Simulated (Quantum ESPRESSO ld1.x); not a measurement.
All-electron atom: Br- in [Kr]. Method: non-relativistic Kohn-Sham, LDA (Slater exchange, Perdew-Zunger correlation), spin-polarised, spherical densities, point nucleus; computed with ld1.x of Quantum ESPRESSO 7.5.

Normalised radial functions P(r) = r R(r), r in bohr:

```
   r/bohr * 3p, o 3d, + 4s (the largest magnitude, 1.43, reaches the edge; | marks zero, & curves that meet)
 0.004325                             &+
 0.005677                             &+
 0.007451                             & +
 0.009859                             o*+
  0.01294                             o* +
  0.01699                             o *+
  0.02248                             o  &
   0.0295                             o  + *
  0.03903                             |o+    *
  0.05123                             |&        *
  0.06725                            +| o         *
  0.08898                          +  |   o         *
   0.1168                        +    |     o       *
   0.1533                        +    |         &
   0.2028                           + |*             o
   0.2662                   *         |  +                o
   0.3523       *                     |      +                o
   0.4624  *                          |       +               o
   0.6069    *                        |  +                  o
    0.803            *           +    |               o
    1.054                 +  *        |         o
    1.395             +            *  |    o
    1.831               +            *| o
    2.403                   +         *o
    3.179                        +    &
    4.173                           + &
    5.478                            +&
    7.247                             &
```

3p: eigenvalue -162.44 eV, 1 radial node at r = 0.209 bohr, <r> = 0.570 bohr, 90 % of the charge inside 0.870 bohr. 3d: eigenvalue -59.673 eV, 0 radial nodes, <r> = 0.589 bohr, 90 % of the charge inside 0.970 bohr. 4s: eigenvalue -11.102 eV, 3 radial nodes at r = 0.0567, 0.229, 0.686 bohr, <r> = 1.74 bohr, 90 % of the charge inside 2.61 bohr.
